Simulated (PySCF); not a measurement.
Does the structure fit the spectrum?

A compound C6H7FO gives the data below (simulated from a calculation) and was assigned the structure `C=C[C@H]1COC=C1F`.

¹³C{¹H} NMR (computed): δ 166.1 (C, d, J = 406.2 Hz), 159.8 (CH, d, J = 9.4 Hz), 141.3 (CH, d, J = 5.9 Hz), 135.3 (C, d, J = 54.8 Hz), 128.1 (CH2), 20.1 (CH3).

¹H NMR (400 MHz, computed): δ 6.77 (dqd, J = 11.5, 8.7, 1.1 Hz, 1H), 6.52 (d of d of quint, J = 18.9, 12.8, 1.0 Hz, 1H), 5.82 (d of d of quint, J = 18.9, 8.9, 1.1 Hz, 1H), 5.76 (d of d of quint, J = 12.8, 2.8, 1.1 Hz, 1H), 2.39 (dq, J = 8.7, 1.1 Hz, 3H).

[PySCF: J: B3LYP/pcJ-1 (spin–dipole term only in couplings to heteroatoms); coordinates at the GFN2-xTB level; shieldings: GIAO PBE0/pcSseg-1; one conformer; no solvent; averaged over atoms made equivalent by symmetry, fast rotation or ring inversion; no relativistic terms]

δ = σ(ref) − σ, references computed at the same level: ¹H (σref 31.72) and ¹³C (σref 186.93) vs TMS.

Question: Compare with the shifts computed for the proposed structure, pairing carbons in order of shift.

Answer: Atom-mapped SMILES (the numbers label the heavy atoms): `[CH2:1]=[CH:2][C@H:3]1[CH2:4][O:5][CH:6]=[C:7]1[F:8]`; H(Xn) means a hydrogen on atom n.

```json
{"atom": "C7", "computed for proposal": "158.4", "given list": "166.1", "difference": "-7.7"}
{"atom": "C2", "computed for proposal": "148.7", "given list": "159.8", "difference": "-11.1"}
{"atom": "C6", "computed for proposal": "135.4", "given list": "141.3", "difference": "-5.9"}
{"atom": "C1", "computed for proposal": "123.4", "given list": "135.3", "difference": "-11.9"}
{"atom": "C4", "computed for proposal": "76.5", "given list": "128.1", "difference": "-51.6"}
{"atom": "C3", "computed for proposal": "52.5", "given list": "20.1", "difference": "+32.4"}
```

The rms difference is 26.1 ppm and the largest -51.6 ppm at C4 (sp3 CH2 bonded to O). The carbon types in order of shift don't match either: C, CH, CH, CH2, CH2, CH for the proposal against C, CH, CH, C, CH2, CH3 in the data. The proposal doesn't fit.

Question: Which isomer fits?

Answer: `C=C/C(=C/C)C(=O)F`.

Carbon types of the structure: 2 × C, 2 × CH, 1 × CH2, 1 × CH3, which accounts for all hydrogens. δC 159.8: β carbon of a C=C–C=O unit; conjugation with the carbonyl draws π density from the β position. δC 141.3: alkene CH; the olefinic region. δC 135.3: α carbon of a C=C–C=O unit; as expected for a trigonal carbon in a double bond. δC 128.1: terminal =CH2 carbon; an sp2 carbon of a C=C bond. The protons at 5.82 and 6.52 share a coupling of 18.9 Hz (vicinal, trans across C=C). The protons at 5.76 and 6.52 share a coupling of 12.8 Hz (vicinal, cis across C=C). The protons at 6.77 and 2.39 share a coupling of 8.7 Hz (vicinal).

The shifts were computed for this structure.

C–F couplings over four or more bonds (about 3 Hz to the para carbon of a fluoroarene) are left out. Common functionals overestimate the size of one-bond C–F couplings by tens of Hz; these are unscaled. Multiplet labels drop couplings under 1 Hz and merge nearly equal ones. Unscaled 3J(H,H) at this level run about 10 % above measured values. Shifts are as computed. Against solution values, carbons near 30 ppm lie about +3 ppm off and those near 130 ppm about +5 ppm. Of 1211 compounds with measured shifts, 218 miss one by over three times the rms of a fit or turn the order of signals round; such compounds aren't used in these exercises.
